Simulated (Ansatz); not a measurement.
Compare A (`C/C=C/[SiH2]N`) with its isomer B (`C=NC[SiH2]C`).

Program: Ansatz. Geometries: PBE0-D4/def2-TZVP. ΔE: electronic, gas phase. CBS: MP2 limit from def2 TZ/QZ plus the TZ coupled-cluster correction, frozen cores. Functionals use def2-TZVPP. Each species was taken in one conformer, which may not be the lowest.

Which isomer does CCSD(T)/CBS put lower? Give the gap. (An estimate is asked.)

Computed: A, by 101.6 kJ/mol.

Give E(B) − E(A) in kJ/mol with PBE0-D4, CCSD(T)/def2-TZVPP, CCSD/def2-TZVPP, CCSD(T)/def2-SVP, BLYP-D4, MP2/def2-TZVPP, LDA (SPW92). (Estimate.)

Ansatz gave: PBE0-D4 93.2, CCSD(T)/def2-TZVPP 95.2, CCSD/def2-TZVPP 97.9, CCSD(T)/def2-SVP 74.1, BLYP-D4 86.3, MP2/def2-TZVPP 101.2, LDA (SPW92) 92.4. None reverses the order clearly.

Does the order hold for the free energy at 298.15 K (harmonic terms from PBE0-D4)? (An estimate is asked.)

The calculation gave: Yes: G(B) − G(A) = +97.8 kJ/mol, for one conformer each.

Largest T1 diagnostic: 0.011.

In def2-TZVPP, CCSD(T) changes the Hartree–Fock value by −12.8 kJ/mol (the triples alone add −2.7 kJ/mol) and MP2 by −6.8 kJ/mol. From r2SCAN to r2SCAN0 (25 % exact exchange), in def2-TZVPP and without D4, E(B) − E(A) moves by +5.8 kJ/mol.
